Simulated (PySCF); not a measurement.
Compound: C8H11 (charge +1).
Structure used (PBE0-D3(BJ)/def2-SVP), in Å, numbered top down from 1:
```xyz
19
C8H11 angstrom
C     -0.5509   -0.4218    1.0497
C     -0.0424    0.1090   -0.1422
C      1.3497    0.4438   -0.4615
C      2.2668    0.9794    0.6178
C      2.4777   -0.3945    0.1030
C     -1.1460    0.2624   -0.9880
C     -2.4047   -0.1658   -0.3761
C     -1.9990   -0.6314    1.0119
H      0.0582   -0.6615    1.9284
H      1.4896    0.8421   -1.4693
H      1.8459    1.1098    1.6196
H      2.9626    1.7687    0.3240
H      2.2070   -1.2435    0.7383
H      3.3239   -0.5889   -0.5600
H     -1.0791    0.6620   -2.0061
H     -3.1420    0.6613   -0.3785
H     -2.8901   -0.9495   -0.9911
H     -2.2434   -1.6918    1.2222
H     -2.4949   -0.0821    1.8367
```

Level: CAM-B3LYP/def2-SVPD in PySCF, non-relativistic, on one gas-phase PBE0-D3(BJ)/def2-SVP geometry that isn't relaxed in the solvent. The solvent is an IEF-PCM continuum (Bondi radii, 1.10 Å for H, scaled by 1.2). Only the electrostatic response of the medium enters.

Gas phase at CAM-B3LYP/def2-SVPD: HOMO -13.34 eV, LUMO -7.22 eV.

Task: What does the continuum do to the energy and the frontier levels at CAM-B3LYP/def2-SVPD in chloroform and dimethylsulfoxide?

Result: 
```json
{"solvent": "chloroform", "ε": "4.711", "E(solvent) − E(gas) (kcal/mol)": "-42.63", "polarisation term (kcal/mol)": "-43.21", "distortion of the solute (kcal/mol)": "0.58", "HOMO (eV)": "-10.11", "LUMO (eV)": "-3.66"}
{"solvent": "dimethylsulfoxide", "ε": "46.83", "E(solvent) − E(gas) (kcal/mol)": "-53.26", "polarisation term (kcal/mol)": "-54.37", "distortion of the solute (kcal/mol)": "1.11", "HOMO (eV)": "-9.34", "LUMO (eV)": "-2.77"}
```

The first energy column is the sum of the next two and covers electrostatics alone. From chloroform to dimethylsulfoxide the lowering changes by a factor 1.25, Born's factor 1 − 1/ε by 1.24 and ε itself by 9.9.

Task: Which radius a makes Born's formula ΔE = −(q²/2a)(1 − 1/ε) give the value in dimethylsulfoxide?

Result: a = q²(1 − 1/ε)/(2|ΔE|) = 3.05 Å, with q = +1 e and |ΔE| = 0.0849 Eh; the farthest nucleus lies 3.45 Å from the centroid of the nuclei. The formula assumes a point charge at the centre of a sphere.

Task: How does the static polarisability (CAM-B3LYP/def2-SVPD, frozen core, with the continuum's full static response) change?

Result: 
| medium | isotropic (au) | principal values (au) | ⟨r²⟩ of the electrons (bohr²) |
| --- | --- | --- | --- |
| gas | 85.8 | 63.5, 85.8, 108.0 | 1057.5 |
| chloroform | 107.5 | 79.6, 111.6, 131.3 | 1059.0 |
| dimethylsulfoxide | 118.2 | 88.8, 124.7, 141.0 | 1059.6 |

The isotropic value in dimethylsulfoxide is 1.38 times the gas-phase one; no cavity-field correction is applied. ⟨r²⟩ is taken about the centre of nuclear charge.

The run took 42 s on Intel Xeon 6975P-C, one thread, on a shared host, and the process peaked at 1.3 GiB of memory. This is the whole response run at CAM-B3LYP/def2-SVPD in dimethylsulfoxide, SCF included.
